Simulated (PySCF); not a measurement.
# `N#CCC1=C(F)[C@@H]1CC#N`, C7H5FN2

Cartesian coordinates in Å; atom numbers follow the order of the lines, from 1:
```xyz
15

N    -0.907    2.532    1.606
C    -1.337    1.692    0.963
C    -1.846    0.596    0.165
C    -0.870   -0.509    0.217
C    -0.329   -1.546    0.780
F    -0.336   -2.472    1.717
C     0.403   -1.056   -0.420
C     1.717   -0.294   -0.276
C     1.798    0.713   -1.306
N     1.823    1.497   -2.137
H    -2.812    0.283    0.573
H    -1.975    0.943   -0.865
H     0.327   -1.601   -1.359
H     2.570   -0.971   -0.377
H     1.769    0.199    0.699
```

Level of theory: GIAO wB97X-D/pcSseg-1 magnetisability, rotational g tensor and spin-rotation constants, non-relativistic, gas phase (PySCF). Geometry: GFN2-xTB.

(1) What are the magnetisability and the molar susceptibility?

(2) Split it along the inertial axes a, b, c into diamagnetic and paramagnetic parts about the centre of mass, with the quadrupole moment.

(3) And the rotational g tensor?

Results:

(1) Isotropic -1274 × 10⁻³⁰ J/T², or -76.7 × 10⁻⁶ cm³/mol; principal values -1412, -1254, -1158 × 10⁻³⁰ J/T², anisotropy 222 × 10⁻³⁰ J/T² (root of half the summed squared differences of the principal values). The susceptibility is in cgs units.

(2) 
| axis | χ (10⁻⁶ cm³/mol) | diamagnetic (10⁻⁶ cm³/mol) | paramagnetic (10⁻⁶ cm³/mol) | summed x² of all electrons (Å²) | quadrupole Θ (D Å) |
| --- | --- | --- | --- | --- | --- |
| a | -74.9 | -937.5 | 862.7 | 209.5 | -15.26 |
| b | -74.2 | -1076.8 | 1002.6 | 176.6 | +3.54 |
| c | -81.1 | -1638.2 | 1557.0 | 44.3 | +11.71 |

Anisotropies 2χaa − χbb − χcc = +5.6 and 2χbb − χaa − χcc = +7.6 × 10⁻⁶ cm³/mol. Θ is traceless in Buckingham's convention.

(3) 
| axis | rotational constant (GHz) | g | nuclear part | electronic part |
| --- | --- | --- | --- | --- |
| a | 1.3671 | -0.0172 | 0.5369 | -0.5540 |
| b | 1.1301 | -0.0204 | 0.5119 | -0.5323 |
| c | 0.7162 | -0.0122 | 0.5116 | -0.5239 |

Asymmetric top; isotopes 12C, 19F, 1H, 14N; no vibrational averaging.
